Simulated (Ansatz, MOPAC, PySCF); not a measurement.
Noncovalent pair: HF (SMILES F) (first 2 atoms) with C2H4 (SMILES C=C); geometry from B3LYP-D3(BJ)/def2-TZVP, rigid monomers moved along the line of their centres of mass till H2···C3 is 3.96 Å.
(charge 0, multiplicity 1):
```csv
atom,x (Å),y (Å),z (Å)
F,-0.2339,0.8565,0.5851
H,-0.1684,0.5554,1.4687
C,-0.4206,-0.3257,5.3242
C,0.6215,-1.0797,4.9914
H,-0.2979,0.6939,5.6689
H,-1.4349,-0.7028,5.2733
H,0.4994,-2.1023,4.6555
H,1.6364,-0.7056,5.0513
```

Interaction energies are E(AB) − E(A) − E(B) at the monomers' geometry in the complex; basis-set methods are counterpoise corrected. Rows marked so take none.

Correlated levels freeze the cores. CBS(a, b) extrapolates the correlation energy as X⁻³ and adds the Hartree–Fock energy of set b. Rows in 6-311+G**, 6-31G* carry no dispersion term and start afresh at each structure (6-31G* with six Cartesian d functions). The state that AM1, PM3, PM7 reach isn't checked; PM7 holds dispersion and hydrogen-bond terms.

The values were computed with Ansatz (a quantum-chemistry and plane-wave program); MOPAC for AM1, PM3, PM7 (differences of heats of formation); PySCF for 6-311+G** rows, 6-31G* rows, the dispersion terms. 

Other levels give for the interaction energy: PBE/def2-TZVPPD -3.8; B3LYP/def2-TZVPPD -3.3; B3LYP-D3(BJ)/def2-TZVPPD -4.1; wB97M-V/def2-TZVPPD -4.1; MP2/CBS(aug-cc-pVDZ, aug-cc-pVTZ) + ΔCCSD(T)/aug-cc-pVDZ -3.9 kJ/mol.

Problem. What do these common cheap choices give for the same quantity: AM1, PM3, PM7, HF/6-31G*, HF/6-31G* (no counterpoise), B3LYP/6-31G*, B3LYP/6-31G* (no counterpoise), B3LYP/6-311+G** (no counterpoise)?

Solution. AM1 -0.9; PM3 -0.7; PM7 -2.0; HF/6-31G* -3.7; HF/6-31G* (no counterpoise) -4.3; B3LYP/6-31G* -3.1; B3LYP/6-31G* (no counterpoise) -3.8; B3LYP/6-311+G** (no counterpoise) -3.9 kJ/mol. They span -4.3 to -0.7 kJ/mol.
